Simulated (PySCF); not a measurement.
## BPb: frontier orbitals

BP86 at R = 2.259 Å; PySCF, scalar-relativistic core potentials, basis sets B def2-SVPD, Pb def2-SVPD with ECP60. State: ⁴Σ⁻ (quartet), unpaired electrons σ ↑, π ↑↑. Only the outer orbitals are listed, counted within each symmetry, core potentials removing the inner ones.

```tsv
spin	orbital	occ.	ε (eV)	on B (%)	main shells (%)
α	5σ	1	-13.52	20	78 Pb s, 16 B s
α	6σ	1	-9.01	68	68 B s, 17 Pb s, 14 Pb p
α	3π	1	-5.09	43	56 Pb p, 43 B p
α	3π	1	-5.09	43	56 Pb p, 43 B p
α	7σ	1	-5.06	62	52 B p, 35 Pb p, 10 B s
α	4π	0	-2.60	53	52 B p, 42 Pb p
α	4π	0	-2.60	53	52 B p, 42 Pb p
α	8σ	0	-0.12	-6	109 Pb s
β	5σ	1	-12.59	17	82 Pb s, 13 B s
β	6σ	1	-7.53	64	64 B s, 21 Pb p, 14 Pb s
β	3π	0	-3.85	32	68 Pb p, 31 B p
β	3π	0	-3.85	32	68 Pb p, 31 B p
β	7σ	0	-3.30	64	38 B p, 34 Pb p, 26 B s
```

Question: Which are the highest filled and the lowest empty level, where do they sit, and how wide is the gap?

Answer: Highest filled α 7σ at -5.06 eV (in %: 52 B p, 35 Pb p, 10 B s); lowest empty β 3π at -3.85 eV (in %: 68 Pb p, 31 B p); the gap at BP86 is 1.21 eV.

```
bond order (Mayer)                              : 1.82
⟨S²⟩                                            : 3.752
charge on B (Mulliken, basis-dependent)         : -0.19
charge on B (Löwdin, basis-dependent)           : -0.36
dipole moment (positive dipole means B(−)Pb(+)) : 1.90 D
```

Shares are Mulliken populations and can fall outside 0 to 100 %.

These are scalar-relativistic numbers at best; spin–orbit coupling would shift them, the dissociation energy most. The state was picked by a PBE0 search and need not be the measured ground state.
